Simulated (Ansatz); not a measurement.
`C[SiH2]C#N` → H• + `C[SiH]C#N`•  (homolysis of the H–Si bond)

Gas-phase electronic energies from Ansatz, PBE0-D4/def2-TZVP geometries. CCSD(T)/CBS adds triple-zeta CCSD(T) − MP2 to the extrapolated MP2 energy (def2 sets, frozen cores). This one scheme is used for every species, atoms too. DFT in def2-TZVPP. HSE06 is defined as in plane-wave codes. Open shells (•) are unrestricted, without spin–orbit coupling.

What is ΔE at CCSD(T)/CBS? (Best estimate.)

Ansatz gave: +410.8 kJ/mol.

What do these levels give: LDA (SPW92), PBE-D4, HSE06-D4, ωB97M-V, B2PLYP, PBE-QIDH, BLYP, HSE06, MP2/def2-TZVPP, MP2/def2-QZVPP, SCS-MP2/def2-QZVPP, CCSD/CBS(def2)? (An estimate is asked.)

Ansatz gave: LDA (SPW92) 415.4, PBE-D4 377.4, HSE06-D4 383.6, ωB97M-V 408.8, B2PLYP 398.7, PBE-QIDH 393.5, BLYP 386.2, HSE06 383.2, MP2/def2-TZVPP 405.0, MP2/def2-QZVPP 409.7, SCS-MP2/def2-QZVPP 424.5, CCSD/CBS(def2) 410.5 kJ/mol.

Largest T1 diagnostic among the species: 0.022.

Leaving LDA and LC-ωPBE aside and taking each functional with its dispersion term where it has one, the values, not all of them listed here, spread over 35.7 kJ/mol, from revPBE-D4 to ωB97M-V. LDA lies +38.6 kJ/mol from PBE without D4, its usual overbinding. From BLYP to BHLYP (50 % exact exchange), in def2-TZVPP and without D4, ΔE moves by +15.0 kJ/mol.
